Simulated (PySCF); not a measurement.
## Pt³⁺ (platinum, charge +3) across methods

[Xe] 4f14 5d7, high-spin 4F determinant. Calculation: PySCF 2.14, in def2-QZVPPD with the def2 core potential (60 electrons); a scalar-relativistic core potential.

```
method  E (hartree)  mean ε 5p β (eV)  mean ε 5d α (eV)  mean ε 5d β (eV)  Σ⟨r²⟩ (bohr²)   ⟨S²⟩
r2SCAN    -117.1414           -90.301           -40.287           -38.035          28.28  3.752
PBEsol    -116.9440           -89.082           -39.775           -37.778          28.52  3.751
 TPSSh    -117.0750           -90.615           -40.508           -38.690          28.36  3.752
  PBE0    -117.0918           -92.274           -41.741           -39.668          28.34  3.751
 B3LYP    -117.1273           -91.791           -41.326           -39.438          28.44  3.751
   LDA    -116.8367           -89.246           -39.914           -37.916          28.65  3.751
   UHF   -116.42801           -100.22           -46.580           -43.919          28.21  3.754
  PW91    -117.1580           -89.286           -39.884           -37.984          28.46  3.751
   PBE    -117.1107           -89.196           -39.814           -37.894          28.46  3.751
```

Energies and moments cover only the electrons outside the core potential. Spin-orbit coupling, absent here, splits the open shell strongly.
